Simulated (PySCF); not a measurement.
**S(2+): ionisation energy**

S(2+) [Ne] 3s2 3p2 (3P) → S(3+) [Ne] 3s2 3p1 (2P), as a difference of total energies. All numbers are calculated (PySCF 2.14, the spin-free X2C one-electron Hamiltonian (Gaussian nucleus), in x2c-QZVPPall (9s6p4d2f1g, 70 functions)). Correlated levels: valence: [Ne] frozen. The calculations carry no spin-orbit coupling.

```json
{"method": "UHF", "ionisation energy (eV)": "34.151"}
{"method": "MP2 (valence)", "ionisation energy (eV)": "34.676"}
{"method": "SCS-MP2 (valence)", "ionisation energy (eV)": "34.579"}
{"method": "CCSD (valence)", "ionisation energy (eV)": "34.709"}
{"method": "CCSD(T) (valence)", "ionisation energy (eV)": "34.747"}
```

A first-order spin-orbit estimate (lowest level to lowest level, LS coupling) adds -0.009 eV.

Errors of the correlated levels include the incompleteness of this basis and the frozen core.

Which method comes closest to the reference value, and which is furthest?

The reference is 34.86 ± 0.04 eV (semi-empirical (NIST evaluation); NIST Atomic Spectra Database, ionization energies). Closest: CCSD(T) (valence) (error -0.122 eV); furthest: UHF (error -0.718 eV), both after the spin-orbit estimate.
